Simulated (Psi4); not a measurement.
Input for Psi4: SAPT0/jun-cc-pV(D+d)Z on C2H8S (a complex), monomers drawn apart or pushed together.

```
memory 2025 MB

molecule dimer {
0 1
S     0.14783482    0.12317471   -0.19878010
H     0.90338942    0.48977931    0.84802223
H    -0.29284410   -0.97515933    0.43460213
--
0 1
C    -0.84090246   -0.18510793    4.19344498
C     0.68473967   -0.15014959    4.20093225
H    -1.24007529    0.09361338    3.21657173
H    -1.25521054    0.50850892    4.92751050
H    -1.21558306   -1.18193246    4.43461923
H     1.10490528   -0.85642010    3.48145915
H     1.08466080   -0.41056349    5.18273165
H     1.05997530    0.84428703    3.94887006
units angstrom
symmetry c1
no_reorient
no_com
}

set {
  basis jun-cc-pV(D+d)Z
  scf_type df
  freeze_core true
}

energy('sapt0')
```

Output:

```
[...]
==> Input File <==

--------------------------------------------------------------------------
memory 2025 MB

molecule dimer {
0 1
S     0.14783482    0.12317471   -0.19878010
H     0.90338942    0.48977931    0.84802223
H    -0.29284410   -0.97515933    0.43460213
--
0 1
C    -0.84090246   -0.18510793    4.19344498
C     0.68473967   -0.15014959    4.20093225
H    -1.24007529    0.09361338    3.21657173
H    -1.25521054    0.50850892    4.92751050
H    -1.21558306   -1.18193246    4.43461923
H     1.10490528   -0.85642010    3.48145915
H     1.08466080   -0.41056349    5.18273165
H     1.05997530    0.84428703    3.94887006
units angstrom
symmetry c1
no_reorient
no_com
}

set {
  basis jun-cc-pV(D+d)Z
  scf_type df
  freeze_core true
}

energy('sapt0')
--------------------------------------------------------------------------


   => Loading Basis Set <=

    Name: JUN-CC-PV(D+D)Z
    Role: ORBITAL
    Keyword: BASIS
    atoms 1         entry S          line   698 file jun-cc-pv_dpd_z.gbs
    atoms 2-3, 6-11 entry H          line    60 file jun-cc-pv_dpd_z.gbs
    atoms 4-5       entry C          line   188 file jun-cc-pv_dpd_z.gbs

   => Loading Basis Set <=

    Name: JUN-CC-PV(D+D)Z
    Role: ORBITAL
    Keyword: BASIS
    atoms 1         entry S          line   698 file jun-cc-pv_dpd_z.gbs
    atoms 2-3, 6-11 entry H          line    60 file jun-cc-pv_dpd_z.gbs
    atoms 4-5       entry C          line   188 file jun-cc-pv_dpd_z.gbs


  //>>>>>>>>>>>>>>>>>>>>>>>>>>>>>>>>>>>//
  //              Dimer HF             //
  //<<<<<<<<<<<<<<<<<<<<<<<<<<<<<<<<<<<//

   => Libint2 <=

    Primary   basis highest AM E, G, H:  7, 6, 3
    Auxiliary basis highest AM E, G, H:  7, 7, 4
    Onebody   basis highest AM E, G, H:  -, -, -
    Solid Harmonics ordering:            Gaussian


   => Loading Basis Set <=

    Name: JUN-CC-PV(D+D)Z
    Role: ORBITAL
    Keyword: BASIS
    atoms 1         entry S          line   698 file jun-cc-pv_dpd_z.gbs
    atoms 2-3, 6-11 entry H          line    60 file jun-cc-pv_dpd_z.gbs
    atoms 4-5       entry C          line   188 file jun-cc-pv_dpd_z.gbs


         ---------------------------------------------------------
                                   SCF
               by Justin Turney, Rob Parrish, Andy Simmonett
                          and Daniel G. A. Smith
                              RHF Reference
                        1 Threads,   1931 MiB Core
         ---------------------------------------------------------

  ==> Geometry <==

    Molecular point group: c1
    Full point group: C1

    Geometry (in Angstrom), charge = 0, multiplicity = 1:

       Center              X                  Y                   Z               Mass
    ------------   -----------------  -----------------  -----------------  -----------------
         S            0.147834820000     0.123174710000    -0.198780100000    31.972071174400
         H            0.903389420000     0.489779310000     0.848022230000     1.007825032230
         H           -0.292844100000    -0.975159330000     0.434602130000     1.007825032230
         C           -0.840902460000    -0.185107930000     4.193444980000    12.000000000000
         C            0.684739670000    -0.150149590000     4.200932250000    12.000000000000
         H           -1.240075290000     0.093613380000     3.216571730000     1.007825032230
         H           -1.255210540000     0.508508920000     4.927510500000     1.007825032230
         H           -1.215583060000    -1.181932460000     4.434619230000     1.007825032230
         H            1.104905280000    -0.856420100000     3.481459150000     1.007825032230
         H            1.084660800000    -0.410563490000     5.182731650000     1.007825032230
         H            1.059975300000     0.844287030000     3.948870060000     1.007825032230

  Running in c1 symmetry.

  Rotational constants: A =      0.59231  B =      0.03119  C =      0.03012 [cm^-1]
  Rotational constants: A =  17757.02827  B =    935.18183  C =    903.03002 [MHz]
  Nuclear repulsion =   94.121837097353534

  Charge       = 0
  Multiplicity = 1
  Electrons    = 36
  Nalpha       = 18
  Nbeta        = 18

  ==> Algorithm <==

  SCF Algorithm Type is DF.
  DIIS enabled.
  MOM disabled.
  Fractional occupation disabled.
  Guess Type is SAD.
  Energy threshold   = 1.00e-08
  Density threshold  = 1.00e-08
  Integral threshold = 1.00e-12

  ==> Primary Basis <==

  Basis Set: JUN-CC-PV(D+D)Z
    Blend: JUN-CC-PV(D+D)Z
    Number of shells: 51
    Number of basis functions: 103
    Number of Cartesian functions: 107
    Spherical Harmonics?: true
    Max angular momentum: 2

   => Loading Basis Set <=

    Name: (JUN-CC-PV(D+D)Z AUX)
    Role: JKFIT
    Keyword: DF_BASIS_SCF
    atoms 1         entry S          line   666 file jun-cc-pvdz-jkfit.gbs
    atoms 2-3, 6-11 entry H          line    70 file jun-cc-pvdz-jkfit.gbs
    atoms 4-5       entry C          line   146 file jun-cc-pvdz-jkfit.gbs

  ==
[...]
    93A      3.284361
      94A      6.718051    95A     11.041804    96A     11.043433
      97A     11.078500    98A     11.100061    99A     11.218120
     100A     20.285411   101A     20.644781   102A     20.737904
     103A    137.732619

    Final Occupation by Irrep:
              A
    DOCC [     9 ]
    NA   [     9 ]
    NB   [     9 ]

  @DF-RHF Final Energy:   -79.23541507015727

   => Energetics <=

    Nuclear Repulsion Energy =             42.2567757407402453
    One-Electron Energy =                -189.0451816047092279
    Two-Electron Energy =                  67.5529907938117162
    Total Energy =                        -79.2354150701572735

Computation Completed


Properties will be evaluated at   0.000000,   0.000000,   0.000000 [a0]

Properties computed using the SCF density matrix


 Multipole Moments:

 ------------------------------------------------------------------------------------
     Multipole            Electronic (a.u.)      Nuclear  (a.u.)        Total (a.u.)
 ------------------------------------------------------------------------------------

 L = 1.  Multiply by 2.5417464519 to convert [e a0] to [Debye]
 Dipole X            :          2.6420954           -2.6424121           -0.0003167
 Dipole Y            :          5.6960704           -5.6957325            0.0003379
 Dipole Z            :       -142.7828140          142.7839752            0.0011612
 Magnitude           :                                                    0.0012501

 ------------------------------------------------------------------------------------

  Constructing Basis Sets for SAPT...

   => Loading Basis Set <=

    Name: (JUN-CC-PV(D+D)Z AUX)
    Role: RIFIT
    Keyword: DF_BASIS_SAPT
    atoms 1         entry S          line   488 file jun-cc-pvdz-ri.gbs
    atoms 2-3, 6-11 entry H          line    30 file jun-cc-pvdz-ri.gbs
    atoms 4-5       entry C          line   100 file jun-cc-pvdz-ri.gbs

   => Loading Basis Set <=

    Name: (JUN-CC-PV(D+D)Z AUX)
    Role: JKFIT
    Keyword: DF_BASIS_ELST
    atoms 1         entry S          line   666 file jun-cc-pvdz-jkfit.gbs
    atoms 2-3, 6-11 entry H          line    70 file jun-cc-pvdz-jkfit.gbs
    atoms 4-5       entry C          line   146 file jun-cc-pvdz-jkfit.gbs


  //>>>>>>>>>>>>>>>>>>>>>>>>>>>>>>>>>>>//
  //               SAPT0               //
  //<<<<<<<<<<<<<<<<<<<<<<<<<<<<<<<<<<<//



        SAPT0
    Ed Hohenstein
     6 June 2009

      Orbital Information
  --------------------------
    NSO        =       103
    NMO        =       103
    NRI        =       327
    NRI (Elst) =       463
    NOCC A     =         9
    NOCC B     =         9
    FOCC A     =         5
    FOCC B     =         2
    NVIR A     =        94
    NVIR B     =        94

    Elst10,r            =    -0.000330360917 [Eh]
    Exch10              =     0.000718781586 [Eh]
    Exch10 (S^2)        =     0.000718438682 [Eh]

    Maxiter = 50
    CPHF R converge = 1.000000E-08

    Iter     Energy [mEh]          dE [mEh]         Residual      Time [s]
       1      -0.05796762       0.057967623     8.192125e-04             0
       2      -0.06974126       0.011773642     1.172064e-04             0
       3      -0.06944890      -0.000292366     3.942657e-05             0
       4      -0.06941361      -0.000035291     1.045071e-05             0
       5      -0.06943977       0.000026158     2.112734e-06             0
       6      -0.06943682      -0.000002945     6.050338e-07             0
       7      -0.06943659      -0.000000232     1.600992e-07             0
       8      -0.06943679       0.000000203     2.194884e-08             0
       9      -0.06943677      -0.000000022     8.018566e-09             0

    CHF Iterations converged

    Maxiter = 50
    CPHF R converge = 1.000000E-08

    Iter     Energy [mEh]          dE [mEh]         Residual      Time [s]
       1      -0.06963292       0.069632918     1.259441e-03             0
       2      -0.08018052       0.010547605     3.981455e-04             0
       3      -0.08219999       0.002019472     8.979254e-05             0
       4      -0.08202075      -0.000179242     2.775195e-05             0
       5      -0.08190240      -0.000118352     3.983631e-06             0
       6      -0.08191788       0.000015478     7.005518e-07             0
       7      -0.08191743      -0.000000450     2.131380e-07             0
       8      -0.08191710      -0.000000327     4.054860e-08             0
       9      -0.08191713       0.000000030     6.608937e-09             0

    CHF Iterations converged

    Ind20,r (A<-B)      =    -0.000069436769 [Eh]
    Ind20,r (B<-A)      =    -0.000081917131 [Eh]
    Ind20,r             =    -0.000151353900 [Eh]
    Exch-Ind20,r (A<-B) =     0.000065355288 [Eh]
    Exch-Ind20,r (B<-A) =     0.000035716574 [Eh]
    Exch-Ind20,r        =     0.000101071862 [Eh]
    Disp20              =    -0.001074427746 [Eh]
    Disp20 (SS)         =    -0.000537213873 [Eh]
    Disp20 (OS)         =    -0.000537213873 [Eh]
    Exch-Disp20         =     0.000056484210 [Eh]
    Exch-Disp20 (SS)    =     0.000031782055 [Eh]
    Exch-Disp20 (OS)    =     0.000024702155 [Eh]

    SAPT Results
  --------------------------------------------------------------------------------------------------------
    Electrostatics                 -0.33036092 [mEh]      -0.20730461 [kcal/mol]      -0.86736247 [kJ/mol]
      Elst10,r                     -0.33036092 [mEh]      -0.20730461 [kcal/mol]      -0.86736247 [kJ/mol]

    Exchange                        0.71878159 [mEh]       0.45104225 [kcal/mol]       1.88716079 [kJ/mol]
      Exch10                        0.71878159 [mEh]       0.45104225 [kcal/mol]       1.88716079 [kJ/mol]
      Exch10(S^2)                   0.71843868 [mEh]       0.45082708 [kcal/mol]       1.88626050 [kJ/mol]

    Induction                      -0.09966501 [mEh]      -0.06254074 [kcal/mol]      -0.26167045 [kJ/mol]
      Ind20,r                      -0.15135390 [mEh]      -0.09497601 [kcal/mol]      -0.39737961 [kJ/mol]
      Exch-Ind20,r                  0.10107186 [mEh]       0.06342355 [kcal/mol]       0.26536414 [kJ/mol]
      delta HF,r (2)               -0.04938297 [mEh]      -0.03098828 [kcal/mol]      -0.12965497 [kJ/mol]

    Dispersion                     -1.01794354 [mEh]      -0.63876921 [kcal/mol]      -2.67261038 [kJ/mol]
      Disp20                       -1.07442775 [mEh]      -0.67421359 [kcal/mol]      -2.82090966 [kJ/mol]
      Exch-Disp20                   0.05648421 [mEh]       0.03544438 [kcal/mol]       0.14829927 [kJ/mol]
      Disp20 (SS)                  -0.53721387 [mEh]      -0.33710679 [kcal/mol]      -1.41045483 [kJ/mol]
      Disp20 (OS)                  -0.53721387 [mEh]      -0.33710679 [kcal/mol]      -1.41045483 [kJ/mol]
      Exch-Disp20 (SS)              0.03178205 [mEh]       0.01994354 [kcal/mol]       0.08344377 [kJ/mol]
      Exch-Disp20 (OS)              0.02470216 [mEh]       0.01550084 [kcal/mol]       0.06485550 [kJ/mol]

  Total HF                          0.28875566 [mEh]       0.18119691 [kcal/mol]       0.75812788 [kJ/mol]
  Total SAPT0                      -0.72918788 [mEh]      -0.45757230 [kcal/mol]      -1.91448251 [kJ/mol]

  Special recipe for scaled SAPT0 (see Manual):
    Electrostatics sSAPT0          -0.33036092 [mEh]      -0.20730461 [kcal/mol]      -0.86736247 [kJ/mol]
    Exchange sSAPT0                 0.71878159 [mEh]       0.45104225 [kcal/mol]       1.88716079 [kJ/mol]
    Induction sSAPT0               -0.09952022 [mEh]      -0.06244988 [kcal/mol]      -0.26129030 [kJ/mol]
    Dispersion sSAPT0              -1.01786262 [mEh]      -0.63871844 [kcal/mol]      -2.67239794 [kJ/mol]
  Total sSAPT0                     -0.72896217 [mEh]      -0.45743067 [kcal/mol]      -1.91388991 [kJ/mol]
  --------------------------------------------------------------------------------------------------------



*** Psi4 exiting successfully. Buy a developer a beer!
```

The run finished.

Cost: around 4 core-seconds (rough).
